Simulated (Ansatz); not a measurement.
`[F][InH][GeH3]` → `[GeH3]`• + `[F][InH]`•  (homolysis of the Ge–In bond)

Calculated with Ansatz (gas phase, PBE0-D4/def2-TZVP geometries, no zero-point term in ΔE). CCSD(T)/CBS is the MP2 limit (def2-TZVPP, def2-QZVPP) plus CCSD(T) − MP2 in def2-TZVPP, frozen cores. Functionals use def2-TZVPP. Open shells (•) are unrestricted, without spin–orbit coupling. Elements past krypton have def2 core potentials. For Ge, In outer-core shells are correlated without core-valence functions, which leaves a few kJ/mol of doubt a bond. Scalar relativity is left out up to krypton.

`[F][InH][GeH3]`:

Z-matrix (Å, degrees):
```
Ge
In 1 2.588
H 1 1.538 2 109.2
H 1 1.538 2 111.2 3 119.3
H 1 1.535 2 110.3 3 -119.5
F 2 1.966 1 109.9 3 84.1
H 2 1.715 1 140.3 3 -95.1
```

`[GeH3]`•:

```xyz
4

Ge   -0.090   -0.068    0.334
H    -1.102    0.947   -0.226
H    -0.143   -1.393   -0.448
H     1.335    0.515    0.339
```

`[F][InH]`•:

```xyz
3

F     0.807   -1.428    0.117
In   -0.253    0.053   -0.634
H    -0.554    1.375    0.517
```

| level | ΔE (kJ/mol) |
| --- | --- |
| ωB97X-V | 268.8 |
| revPBE | 225.0 |
| BHLYP | 238.5 |
| HF/CBS(def2) | 173.4 |

Task: What does CCSD(T)/CBS give? (Estimate.)

Result: The calculation gave: +273.4 kJ/mol. The listed levels differ from it by -4.6, -48.4, -34.9, -100.0 kJ/mol.

Task: What do rigid-rotor, harmonic-oscillator terms from PBE0-D4/def2-TZVP frequencies (298.15 K, 1 bar) make of the CCSD(T)/CBS value? (An estimate is asked.)

Result: Computed: ΔZPE = -12.7 kJ/mol, ΔH = +262.7 kJ/mol, ΔS = 135 J/(mol·K), ΔG = +222.4 kJ/mol. Open shells count their whole term as degenerate. Modes under 50 cm⁻¹ make the entropy rough.

Largest T1 diagnostic among the species: 0.021.

The D4 term adds +8.0 kJ/mol with B3LYP and +4.4 kJ/mol with PBE0; it sums over pairs of atoms, weighted by their polarisabilities, and B3LYP, whose exchange is more repulsive, gets the larger term. From BLYP to BHLYP (50 % exact exchange), in def2-TZVPP and without D4, ΔE moves by +16.0 kJ/mol.

B3LYP here is the variant with VWN-RPA as its local correlation; programs differ in this.
